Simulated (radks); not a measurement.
Spherical quantum dot in the effective-mass picture: electrons in a well V = -V0 / (1 + exp((r - R)/a)) with V0 = 8.89, R = 2.99, a = 0.32, with a point charge +2 (a donor) at the centre, all in effective atomic units (hartree* = m*/eps^2 hartree, bohr* = eps/m* bohr), one dielectric constant everywhere. Calculated with a radial shooting solver with Libxc functionals: non-relativistic Kohn-Sham, LDA (Slater exchange, Perdew-Wang correlation), spin-polarised, spherical densities. Levels are named by radial order and angular momentum (1s, 1p, 1d, 2s, ...), and open shells are averaged over m. Results are scaled to m* = 0.407 and eps = 8.1, for which hartree* = 168.8 meV and bohr* = 1.053 nm.

N = 13, configuration 1s2 1p6 1d(up 3, down 0) 2s2. This is the lowest configuration that the search found. Occupied and some empty levels:

level,occupation,eigenvalue (meV),<r> (nm)
1s up,1,-597.04,1.346
1s down,1,-590.33,1.311
1p up,3,-478.70,1.981
1p down,3,-467.39,1.976
2s up,1,-405.62,1.606
2s down,1,-398.49,1.634
1d up,3,-369.71,2.173
1d down,0,-357.85,2.174
1f up,0,-239.61,2.318
1f down,0,-227.85,2.322
2p up,0,-150.83,1.889
2p down,0,-143.75,1.890
1g up,0,-90.416,2.445
1g down,0,-79.093,2.450

Energy (meV): total -12777.0, kinetic 2605.3, external -21496, Hartree 7163.6, exchange-correlation -1050.2.

Electron density:

r (nm),n(r) (e/nm^3)
0.180,2.098
0.480,0.7324
0.780,0.3027
1.08,0.1812
1.38,0.1670
1.68,0.1767
1.98,0.1663
2.28,0.1225
2.58,0.06532
2.88,0.02390
3.18,0.005978
3.48,0.001118
3.78,0.0001759
